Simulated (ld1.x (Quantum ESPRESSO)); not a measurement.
**Which change was made? (Gd, ultrasoft)**

gadolinium, ultrasoft, made with ld1.x (Quantum ESPRESSO) 7.5 (PBE, scalar-relativistic). Core [Xe] 4f7, reference 5d1 6s1 6p0 (charge +1). Waves: 6s (bound): rcut 3.10, rcutus 3.80 bohr; 6s channel at -0.25 Ry: rcut 3.10, rcutus 3.80 bohr; 6p (bound, empty): rcut 2.95, rcutus 4.00 bohr; 6p channel at 0.8 Ry: rcut 2.95, rcutus 4.00 bohr; 5d (bound): rcut 2.30, rcutus 2.60 bohr; 5d channel at -0.1 Ry: rcut 2.30, rcutus 2.60 bohr. Local part: all-electron potential smoothed inside 2.10 bohr (lloc = -2). Core correction: a·sin(br)/r model core, default radius (core density twice the valence density). Augmentation charge: PSQ, inside the norm-conserving radii.

Cutoffs, loose and tight: the cutoffs (Ry, on a coarse ladder) from which the occupation-weighted sum of valence levels, in a spherical-Bessel basis at the reference potential, stays within 10 and 1 mRy of its value at 400 Ry. They do not see the model core or the augmentation charge, which bear on the density cutoff. Test errors are all-electron minus pseudo excitation energies from the reference, over the configurations 5d1 6s2 6p0; 5d1 6s0 6p0; 5d1 6s1.5 6p0; 5d2 6s1 6p0; 5d2 6s0 6p0; 5d1 6s1 6p1; 5d1 6s0 6p2; variants that change the core or the reference have their own tests.

The base gives: outcome: generated; cutoff, loose: 12 Ry; cutoff, tight: 15 Ry; bound ghosts: s; largest test error (meV): test run stopped at test 1 of 7 (negative rho).

Task: After one change the result is: outcome: failed: chargeps: negative rho. Which change was it?
A. all radii but the core radius scaled by about 1.38 (s 5.22, p 5.50, d 3.58 bohr, rcut 4.26/4.06/3.16); local potential all-electron potential smoothed inside 2.88 bohr (lloc = -2)
B. all radii but the core radius scaled by about 1.05 (s 3.98, p 4.20, d 2.72 bohr, rcut 3.26/3.10/2.42); local potential all-electron potential smoothed inside 2.20 bohr (lloc = -2)
C. all radii but the core radius scaled by about 0.74 (s 2.82, p 2.96, d 1.92 bohr, rcut 2.30/2.18/1.70); local potential all-electron potential smoothed inside 1.56 bohr (lloc = -2)

Result: A. The others give: all radii but the core radius scaled by about 1.05 (s 3.98, p 4.20, d 2.72 bohr, rcut 3.26/3.10/2.42); local potential all-electron potential smoothed inside 2.20 bohr (lloc = -2) → outcome: generated; cutoff, loose: 10 Ry; cutoff, tight: 15 Ry; bound ghosts: none; largest test error (meV): -73 | all radii but the core radius scaled by about 0.74 (s 2.82, p 2.96, d 1.92 bohr, rcut 2.30/2.18/1.70); local potential all-electron potential smoothed inside 1.56 bohr (lloc = -2) → outcome: failed: run_pseudo: Errors in PS-KS equation.
